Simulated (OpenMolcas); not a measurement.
# Lines of S2+: computed and rescaled rates

* Program: OpenMolcas 26.06
* Method: RASSCF
* Basis: ANO-RCC-VQZP [6s5p3d2f1g]
* Scalar Hamiltonian: DKH2, point nucleus
* Active space: 4 electrons in 9 orbitals (RAS2 3s 3p; RAS3 3d, at most 2 electrons)
* State averaging: 2S+1 = 3 even, 6 roots; 2S+1 = 1 even, 12 roots; 2S+1 = 5 odd, 1 root; 2S+1 = 3 odd, 8 roots; 2S+1 = 1 odd, 8 roots
* Spin-orbit coupling: RASSI with atomic mean-field integrals over the reference wave functions, term energies averaged over their components

Rates come from the transition moments of the reference wave functions (E1 and E2 in the length form). At fixed line strength A goes as λ^-3 for E1 and M1 and as λ^-5 for E2, so a rate at the computed wavelength can be rescaled to the measured one. Measured vacuum wavelengths follow from level energies in NIST levels in Podobedova, Kelleher and Wiese, J. Phys. Chem. Ref. Data 38, 171 (2009). Branching counts decays inside the model space alone, at computed energies, and the table is only a selection of the E2 and M1 lines, drawn from those between levels with measured partners whose computed energy lies within a factor of 1.5 of the measured one.

| Upper | Lower | Type | λ computed (nm) | λ measured (nm) | A computed (s-1) | A rescaled (s-1) | Branching % |
| --- | --- | --- | --- | --- | --- | --- | --- |
| 3s2 3p2 1S0 | 3s2 3p2 1D2 | E2 | 591.5 | 631.4 | 2.94e+00 | 2.12e+00 | 79.4 |
| 3s2 3p2 1S0 | 3s2 3p2 3P1 | M1 | 332.4 | 372.3 | 7.54e-01 |  | 20.3 |
| 3s2 3p2 1D2 | 3s2 3p2 3P2 | M1 | 787 | 953.3 | 5.96e-02 |  | 72.5 |
| 3s2 3p2 1D2 | 3s2 3p2 3P1 | M1 | 758.7 | 907.1 | 2.22e-02 |  | 27.0 |
| 3s2 3p2 3P2 | 3s2 3p2 3P1 | M1 | 21110 | 18710 | 1.44e-03 | 2.07e-03 | 100.0 |
| 3s2 3p2 3P1 | 3s2 3p2 3P0 | M1 | 38910 | 33480 | 3.07e-04 | 4.82e-04 | 100.0 |

Spin-changing lines and M1 lines between different terms are not rescaled, since their strength hangs on the term gaps too.

The largest correction is for 3s2 3p2 3P1 → 3s2 3p2 3P0 (M1): 3.07e-04 × (38910 / 33480)^3 = 4.82e-04 s-1, a factor of 1.57.

No measured rate stands beside these. Rescaling mends the energy factor alone: line strengths can still be far off where a level mixes with configurations outside the active space, and weak or spin-changing lines hang on small mixing coefficients that depend on the term gaps too, so rescaling need not improve them.

The run also gave levels led by 3s 3p2 3d, 3s2 3p 3d, which use shells meant for correlation; these and all levels above them are left out. Computed and measured levels are paired by configuration, term and J; levels that our copy of the source lacks, or whose pairing is in doubt (as where it misses far off the trend of its configuration), stay unpaired. Levels of configurations outside the active space are missing.
